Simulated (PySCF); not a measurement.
# How methods differ on the interval between two levels of C⁺

C⁺ [He] 2s2 2p1 [2P3/2, M_J = 3/2] → C⁺ [He] 2s1 2p2 [4P5/2, M_J = 5/2], as a difference of total energies. Computed with PySCF 2.14 in x2c-TZVPall-2c, with the two-component X2C-1e Hamiltonian. Correlated levels: 1s2 frozen. "Screened" scales the spin-orbit matrix elements by Boettger's factors to mimic the two-electron term; Breit and QED terms are absent.

| method | interval between two levels (cm⁻¹) |
| --- | --- |
| GHF (spin-free) | 29184 |
| GMP2 (spin-free) | 37957 |
| GHF (screened spin-orbit) | 29184 |
| GMP2 (screened spin-orbit) | 37957 |

Errors of the correlated levels include the incompleteness of this basis and the frozen core.

The labels give the starting determinants; with spin-orbit coupling the two ends relaxed to ⟨J²⟩ = 3.76, ⟨L²⟩ = 2.00, ⟨S²⟩ = 0.75 and ⟨J²⟩ = 8.75, ⟨L²⟩ = 2.00, ⟨S²⟩ = 3.75.

For comparison: 42990 cm⁻¹ (measured; NIST Handbook of Basic Atomic Spectroscopic Data (Sansonetti and Martin, J. Phys. Chem. Ref. Data 34, 1559 (2005))).
